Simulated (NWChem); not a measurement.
System: iminoborane (BNH₂); SMILES B=N

NWChem input:

```
start job
memory heap 200 mb stack 900 mb global 1100 mb
geometry units angstroms noautosym nocenter noautoz
  B      0.000052     0.686737     0.000000
  N      0.000249    -0.545904     0.000000
  H     -0.000152     1.858300     0.000000
  H      0.003187    -1.537450     0.000000
end
basis spherical
  * library aug-cc-pvdz
end
dft
  xc b3lyp
  iterations 150
end
property
  response 1 0.0773
end
task dft property
```

Output (shortened):

```
             Northwest Computational Chemistry Package (NWChem) 7.3.0
             --------------------------------------------------------

                             Geometry "geometry" -> ""
                             -------------------------

 Output coordinates in angstroms (scale by  1.889725989 to convert to a.u.)

  No.       Tag          Charge          X              Y              Z
 ---- ---------------- ---------- -------------- -------------- --------------
    1 B                    5.0000     0.00005200     0.68673700     0.00000000
    2 N                    7.0000     0.00024900    -0.54590400     0.00000000
    3 H                    1.0000    -0.00015200     1.85830000     0.00000000
    4 H                    1.0000     0.00318700    -1.53745000     0.00000000

 Effective nuclear repulsion energy (a.u.)      23.9060235376

                              NWChem Property Module
                              ----------------------

                                 NWChem DFT Module
                                 -----------------

 Summary of "ao basis" -> "ao basis" (spherical)
 ------------------------------------------------------------------------------
       Tag                 Description            Shells   Functions and Types
 ---------------- ------------------------------  ------  ---------------------
 B                        aug-cc-pvdz                9       23   4s3p2d
 N                        aug-cc-pvdz                9       23   4s3p2d
 H                        aug-cc-pvdz                5        9   3s2p

            General Information
            -------------------
          SCF calculation type: DFT
          Wavefunction type:  closed shell.
          No. of atoms     :     4
          No. of electrons :    14
           Alpha electrons :     7
            Beta electrons :     7
          Charge           :     0
          Spin multiplicity:     1
          Use of symmetry is: off; symmetry adaption is: off
          Maximum number of iterations: 150
          AO basis - number of functions:    64
                     number of shells:    28
          Convergence on energy requested:  1.00D-06
          Convergence on density requested:  1.00D-05
          Convergence on gradient requested:  5.00D-04

              XC Information
              --------------
                         B3LYP Method XC Potential
                     Hartree-Fock (Exact) Exchange  0.200
                        Slater Exchange Functional  0.800 local
                    Becke 1988 Exchange Functional  0.720 non-local
              Lee-Yang-Parr Correlation Functional  0.810
                  VWN I RPA Correlation Functional  0.190 local

             Grid Information
             ----------------
          Grid used for XC integration:  medium
          Radial quadrature: Mura-Knowles
          Angular quadrature: Lebedev.
          Tag              B.-S. Rad. Rad. Pts. Rad. Cut. Ang. Pts.
          ---              ---------- --------- --------- ---------
          B                   0.85       49          13.0       434
          N                   0.65       49          12.0       434
          H                   0.35       45          14.0       434
          Grid pruning is: on
          Number of quadrature shells:   188
          Spatial weights used:  Erf1

      Superposition of Atomic Density Guess
      -------------------------------------

 Sum of atomic energies:         -79.83451353

      Non-variational initial energy
      ------------------------------

 Total energy =     -80.539039
 1-e energy   =    -153.500253
 2-e energy   =      49.055191
 HOMO         =      -0.420870
 LUMO         =       0.029127

   convergence    iter        energy       DeltaE   RMS-Dens  Diis-err
 ---------------- ----- ----------------- --------- --------- ---------
 d= 0,ls=0.0,diis     1    -80.7473983783 -1.05D+02  1.97D-02  5.23D-01
 d= 0,ls=0.0,diis     2    -80.5326520341  2.15D-01  1.11D-02  2.26D+00
 d= 0,ls=0.0,diis     3    -80.8164853960 -2.84D-01  1.35D-03  1.95D-02
 d= 0,ls=0.0,diis     4    -80.8189012868 -2.42D-03  3.68D-04  9.95D-04
 d= 0,ls=0.0,diis     5    -80.8190359177 -1.35D-04  1.24D-04  4.91D-05
  Resetting Diis
 d= 0,ls=0.0,diis     6    -80.8190436627 -7.75D-06  3.21D-05  9.22D-07
 d= 0,ls=0.0,diis     7    -80.8190438140 -1.51D-07  3.28D-06  7.25D-09

         Total DFT energy =      -80.819043813976
      One electron energy =     -155.579311177842
           Coulomb energy =       62.552540314014
    Exchange-Corr. energy =      -11.698296487705
 Nuclear repulsion energy =       23.906023537557

 Numeric. integr. density =       14.000000185790

                       DFT Final Molecular Orbital Analysis
                       ------------------------------------

[...]

 DFT Linear Response polarizability / au
 Frequency  =       0.0773000 / au
 Wavelength =     589.4353558 / nm
              X              Y              Z
 -----------------------------------------------
 X      19.8771188     -0.0015345     -0.0000000
 Y      -0.0015344     31.3072198     -0.0000000
 Z      -0.0000000     -0.0000000     19.8771207
 -----------------------------------------------
 Eigenvalues =      19.8771186     31.3072200     19.8771207
 Isotropic   =      23.6871531
 Anisotropic =      11.4301004
 -----------------------------------------------

 Magnetic Dipole Response Matrix (nonzero elements):

 Exiting AOResponse driver routine
```

Level: B3LYP/aug-cc-pVDZ. Geometry: optimised at PBE0-D3(BJ)/def2-TZVP.
